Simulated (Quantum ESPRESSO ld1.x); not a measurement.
Q: Radial electron density D(r) = 4 pi r^2 rho(r) of an atom or ion with 3 electrons. Calculated with ld1.x of Quantum ESPRESSO 7.5: Dirac Kohn-Sham, revPBE, spin-unpolarised, spherical densities, point nucleus.

```
   r/bohr * D(r) (the largest magnitude, 23.2, reaches the edge; | marks zero)
 0.005151 |   *
  0.00567 |    *
 0.006242 |     *
  0.00687 |      *
 0.007563 |       *
 0.008325 |        *
 0.009164 |          *
  0.01009 |           *
   0.0111 |             *
  0.01222 |                *
  0.01345 |                  *
  0.01481 |                     *
   0.0163 |                        *
  0.01794 |                           *
  0.01975 |                              *
  0.02174 |                                  *
  0.02393 |                                     *
  0.02634 |                                         *
    0.029 |                                            *
  0.03192 |                                               *
  0.03514 |                                                  *
  0.03868 |                                                    *
  0.04257 |                                                      *
  0.04686 |                                                      *
    0.052 |                                                     *
  0.05724 |                                                    *
  0.06301 |                                                 *
  0.06935 |                                             *
  0.07634 |                                         *
  0.08403 |                                   *
   0.0925 |                              *
   0.1018 |                        *
   0.1121 |                   *
   0.1234 |               *
   0.1358 |            *
   0.1495 |          *
   0.1646 |        *
   0.1811 |        *
   0.1994 |        *
   0.2195 |        *
   0.2416 |        *
   0.2659 |        *
   0.2927 |        *
   0.3222 |       *
   0.3547 |     *
   0.3904 |    *
   0.4298 |   *
   0.4731 | *
   0.5207 |*
   0.5732 |*
    0.631 *
   0.6945 *
   0.7645 *
   0.8415 *
   0.9263 *
     1.02 *
```

What is the nuclear charge?

A: Z = 21. The innermost maximum, from 1s, lies near gamma/Z bohr with gamma = sqrt(1 - (Z/c)^2) = 0.988, here 0.0471 bohr (found: 0.0469), and its height grows with Z. The density is that of the scandium ion Sc18+ in [He] 2s1; the configuration itself is not fixed sharply by these data, and Z only to about a unit. D(r) has 2 maxima, at r = 0.0469, 0.247 bohr, and minima at 0.189 bohr, inside which lie 2.11 electrons.
